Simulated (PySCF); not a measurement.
Constitutional and geometric isomers with formula C2H6Si2. Gas-phase values, no solvent. One relaxed conformer stands for each flexible species; it need not be the lowest. Strings in code marks are SMILES.

Level of theory: PySCF with B3LYP-D3(BJ)/def2-TZVP. B3LYP has the VWN-RPA correlation part, as in Gaussian. 

| species | HOMO (eV) | LUMO (eV) |
|---|---|---|
| `C1=C[SiH2][SiH2]1` | -7.50 | -0.92 |
| `[SiH2]=C[SiH]=C` (C–Si–C–Si torsion 180°) | -5.57 | (withheld) |
| `[SiH2]=CC=[SiH2]` (Si–C–C–Si torsion 180°) | (withheld) | -2.13 |
| `[SiH2]=C1[SiH2]C1` | -6.21 | -1.64 |

Some entries are withheld; supply them.


- `[SiH2]=C[SiH]=C` (C–Si–C–Si torsion 180°), LUMO (eV): -2.24
- `[SiH2]=CC=[SiH2]` (Si–C–C–Si torsion 180°), HOMO (eV): -5.04
